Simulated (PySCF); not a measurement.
Si(H)3(Et) (C2H8Si), SMILES CC[SiH3]. Atoms are numbered in the order given.

```xyz
11

Si     0.1218     1.1501     0.0000
C     -0.6634    -0.5655     0.0000
C      0.3430    -1.7128     0.0000
H     -0.9291     2.2151     0.0000
H      0.9827     1.3328    -1.2113
H      0.9827     1.3328     1.2113
H     -1.3267    -0.6302     0.8800
H     -1.3267    -0.6302    -0.8800
H      0.9963    -1.6791    -0.8865
H      0.9963    -1.6791     0.8865
H     -0.1581    -2.6937     0.0000
```

Coordinates come from a PBE0-D3(BJ)/def2-SVP optimisation.

Method: PySCF with M06-2X/def2-TZVPD.

Symmetry labels are those of the subgroup Cs that the program uses (full group Cs).

Question: List the valence orbital energies around the gap with their symmetry. (An estimate is asked for; the answer gives what the named calculation found.)

Answer: 
```tsv
orbital	symmetry	energy (eV)
HOMO−7	A'	-16.00
HOMO−6	A"	-13.99
HOMO−5	A'	-13.20
HOMO−4	A'	-11.98
HOMO−3	A"	-11.33
HOMO−2	A'	-10.57
HOMO−1	A"	-10.49
HOMO	A'	-9.62
LUMO	A'	0.49
LUMO+1	A'	0.82
LUMO+2	A'	1.09
LUMO+3	A'	1.72
```
